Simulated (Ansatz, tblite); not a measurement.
Adding an electron: the cluster K2S⁺. Charge 1, multiplicity 2. Geometry: PBE-D4/def2-TZVP. Ansatz, gas phase; energy differences of separate SCF runs; the reduced species is a singlet (the triplet lies 1.15 eV higher at PBE0-D4/def2-TZVP).

Cartesian coordinates in Å:
```
K -1.611 1.587 1.911
K 1.612 -1.593 -1.906
S -0.001 0.005 -0.005
```

The xTB rows come from tblite. The structure comes from a short search, and lower isomers may exist.

**Question.** Estimate orbital energies and vertical electron affinities at: GFN1-xTB; GFN2-xTB; PBE-D4/def2-TZVP; r2SCAN-D4/def2-TZVP; PBE0-D4/def2-TZVP.

**Answer.** 
```tsv
level	−HOMO (eV)	−LUMO (eV)	vertical EA (eV)	HOMO–LUMO gap (eV)
GFN1-xTB	–	–	10.17	–
GFN2-xTB	–	–	9.95	–
PBE-D4/def2-TZVP	7.71	7.35	4.58	0.36
r2SCAN-D4/def2-TZVP	7.86	6.81	4.35	1.05
PBE0-D4/def2-TZVP	8.80	6.06	4.33	2.74
```

  HOMO and LUMO are the levels of the spin that leaves or enters (xTB has no such levels and no spin-polarisation term). Other spin states of the ions may lie lower, which would lower the ionisation energy or raise the affinity. Raw xTB energy differences between charge states are shifted by several eV; the methods need an empirical correction for them.
